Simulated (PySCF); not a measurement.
Mean harmonic wavenumber (cm⁻¹) of eight boron compounds: PBE-D3(BJ) beside B3LYP-D3(BJ), computed with PySCF for isolated molecules in the bases named; differences from unrounded values. The eight are the first of their class met in an unordered collection, after screening for sound electronic states; none was chosen by its value. Each level has its own optimised geometry.

| molecule | basis | B3LYP-D3(BJ) | PBE-D3(BJ) | difference |
|---|---|---|---|---|
| C3H7BF2O, SMILES B(F)(O)[C@@H](CC)F | def2-SVP | 1321 | [?] | [?] |
| C3H6BFO2, SMILES OB(O)C1(F)CC1 | def2-SVP | 1302 | 1267 | -35 |
| C₃H₇BF₂O, SMILES CO[C@H](C)B(F)F | def2-SVP | 1309 | 1273 | -37 |
| C2H6BFO2, SMILES C(B(F)CO)O | def2-SVP | 1317 | [?] | [?] |
| cyanomethylboronic acid (C₂H₄BNO₂), SMILES N#CCB(O)O | def2-SVP | 1290 | 1254 | -36 |
| C₄H₅BFN, SMILES C#CB(F)/C=N/C | def2-SVP | 1239 | 1202 | -37 |
| C2H5BO3, SMILES CB(O)C(=O)O | def2-SVP | 1310 | 1274 | -37 |
| C2H8BNO2, SMILES COCB(N)O | def2-SVP | 1413 | [?] | [?] |

Q: What belongs in the gaps? (The exact figures need the calculation; the answer reports its results.)

A: 
- C2H8BNO2, SMILES COCB(N)O, PBE-D3(BJ): 1374
- C2H8BNO2, SMILES COCB(N)O, difference: -39
- C2H6BFO2, SMILES C(B(F)CO)O, PBE-D3(BJ): 1278
- C2H6BFO2, SMILES C(B(F)CO)O, difference: -40
- C3H7BF2O, SMILES B(F)(O)[C@@H](CC)F, PBE-D3(BJ): 1285
- C3H7BF2O, SMILES B(F)(O)[C@@H](CC)F, difference: -36

PBE-D3(BJ) lies below B3LYP-D3(BJ) in 8 and above it in 0 of the eight; the mean signed difference is -37 and the largest -40 cm⁻¹.
